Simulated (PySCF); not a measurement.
C3H2BrF, SMILES C=C=C(Br)F.

Geometry: PBE0-D3(BJ)/def2-SVP.

These are TDDFT-LC-ωPBE/def2-SVPD (PySCF) values and carry that method's errors.

Vertical excitations. Gas-phase values at a fixed geometry. State labels are in the subgroup Cs.

```json
[
 {"state": "S1", "symmetry": "A\"", "energy (eV)": "4.55", "λ (nm)": "272", "f": "0.000", "main pairs": "HOMO→LUMO 91 %"},
 {"state": "S2", "symmetry": "A\"", "energy (eV)": "6.41", "λ (nm)": "193", "f": "0.000", "main pairs": "HOMO→LUMO+1 30 %, HOMO→LUMO+6 27 %, HOMO−3→LUMO 19 %, HOMO→LUMO+3 11 %"},
 {"state": "S3", "symmetry": "A'", "energy (eV)": "6.52", "λ (nm)": "190", "f": "0.021", "main pairs": "HOMO−1→LUMO 66 %"},
 {"state": "S4", "symmetry": "A\"", "energy (eV)": "6.95", "λ (nm)": "178", "f": "0.000", "main pairs": "HOMO−1→LUMO+2 74 %, HOMO−2→LUMO+2 20 %"},
 {"state": "S5", "symmetry": "A'", "energy (eV)": "7.18", "λ (nm)": "173", "f": "0.105", "main pairs": "HOMO→LUMO+2 65 %, HOMO−2→LUMO 21 %"},
 {"state": "S6", "symmetry": "A\"", "energy (eV)": "7.55", "λ (nm)": "164", "f": "0.007", "main pairs": "HOMO→LUMO+3 45 %, HOMO→LUMO+1 30 %, HOMO→LUMO+7 9 %, HOMO→LUMO+4 8 %"},
 {"state": "S7", "symmetry": "A'", "energy (eV)": "7.63", "λ (nm)": "163", "f": "1.059", "main pairs": "HOMO−2→LUMO 41 %, HOMO→LUMO+2 25 %, HOMO−1→LUMO 21 %"},
 {"state": "S8", "symmetry": "A\"", "energy (eV)": "7.89", "λ (nm)": "157", "f": "0.000", "main pairs": "HOMO−3→LUMO 62 %"},
 {"state": "S9", "symmetry": "A\"", "energy (eV)": "8.53", "λ (nm)": "145", "f": "0.000", "main pairs": "HOMO−2→LUMO+2 74 %, HOMO−1→LUMO+2 21 %"},
 {"state": "S10", "symmetry": "A'", "energy (eV)": "8.60", "λ (nm)": "144", "f": "0.043", "main pairs": "HOMO−1→LUMO+1 54 %, HOMO−1→LUMO+3 13 %, HOMO−2→LUMO 8 %"},
 {"state": "T1", "symmetry": "A'", "energy (eV)": "4.05", "λ (nm)": "306", "f": "0", "main pairs": "HOMO−1→LUMO 47 %, HOMO−2→LUMO 21 %, HOMO→LUMO+2 12 %"},
 {"state": "T2", "symmetry": "A\"", "energy (eV)": "4.11", "λ (nm)": "302", "f": "0", "main pairs": "HOMO→LUMO 90 %"},
 {"state": "T3", "symmetry": "A'", "energy (eV)": "4.38", "λ (nm)": "283", "f": "0", "main pairs": "HOMO→LUMO+2 70 %"},
 {"state": "T4", "symmetry": "A\"", "energy (eV)": "5.76", "λ (nm)": "215", "f": "0", "main pairs": "HOMO→LUMO+6 28 %, HOMO→LUMO+1 26 %, HOMO−3→LUMO 23 %, HOMO→LUMO+3 10 %"}
]
```
Triplets are in the Tamm–Dancoff approximation, which puts them higher than full response would, so one can lie above its singlet here.
